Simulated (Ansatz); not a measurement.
**How methods differ on AlH2I (SMILES [H][Al]([H])[I])**

The species is AlH2I (4 atoms), meant as a singlet with charge 0. As SMILES, `[H][Al]([H])[I]`. Geometry: a GFN2-xTB relaxation, a rough one for these elements and not checked as a minimum.

Each level gives the vertical electron affinity (to the doublet anion) (eV). The values are calculated.

The electron affinity is E(neutral) − E(anion): positive where the electron is bound.

| level | kind | program | value (eV) | less FCI/STO-3G | CPU time (all runs) |
| --- | --- | --- | --- | --- | --- |
| BLYP/STO-3G | GGA | Ansatz | -6.01 | +0.88 | 5.5 s |
| r2SCAN/STO-3G | meta-GGA | Ansatz | -5.77 | +1.12 | 15 s |
| r2SCAN0/STO-3G | hybrid meta-GGA | Ansatz | -5.76 | +1.13 | 14 s |
| HSE06/STO-3G | range-separated hybrid | Ansatz | -5.81 | +1.08 | 6.3 s |
| wB97X/STO-3G | range-separated hybrid | Ansatz | -5.82 | +1.07 | 23 s |
| RPA@PBE/STO-3G | RPA | Ansatz | -6.88 | +0.01 | 7 s |
| MP2/STO-3G | perturbation theory | Ansatz | -6.88 | +0.01 | 1.3 s |
| CCSD(T)/STO-3G | coupled cluster or CI | Ansatz | -6.88 | +0.01 | 1.6 s |
| FCI/STO-3G | exact in the basis | Ansatz | -6.89 | 0.00 | 9.2 s |

FCI/STO-3G is exact within its basis and frozen core, so for wave-function methods in that basis the difference is their error; functionals converge differently with the basis, so for them it is only a difference. All-electron rows without a relativistic Hamiltonian named are non-relativistic. Spin-orbit coupling, which can split open shells on such heavy atoms by tenths of an eV, is left out. The values span -6.89 to -5.76 eV. All rows use very small basis sets, so even the best lies far from the true value. In the correlated wave-function rows the outer d shell of I is correlated, in sets not made for it. Negative values mean that the anion is unbound at that level; they are set by how diffuse the basis is and aren't properties of the molecule. Times are those of the runs behind each value, whatever else they computed, on shared processors of several kinds: orders of magnitude only.
